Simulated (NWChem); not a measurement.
Species: BH2OCl; SMILES OBCl

```xyz
5

B     -0.5592     0.5723     0.0000
H     -1.7590     0.7250     0.0000
Cl     0.1233    -1.0695     0.0000
O      0.2384     1.6613     0.0000
H      1.1886     1.4331     0.0000
```
Atoms are numbered in this order, from 1.

Program: NWChem. Pople sets run with spherical d functions. Coordinates come from a PBE-D3(BJ)/def2-SVP optimisation. Atomic charges in e: unrestrained fits to the electrostatic potential beside Mulliken populations; buried atoms are poorly determined by the fit.

For level B3LYP/def2-SVP:

```yaml
ESP B1: 0.43
Mulliken B1: 0.05
Mulliken Cl3: -0.12
ESP O4: -0.52
Mulliken O4: -0.09
```

**Question.** What are these values for level Hartree-Fock/6-31G*?

**Answer.** The ESP B1 is 0.66, the Mulliken B1 comes out as 0.48 and the Mulliken Cl3 is -0.26. The ESP O4 comes out as -0.66 and the Mulliken O4 is -0.68.
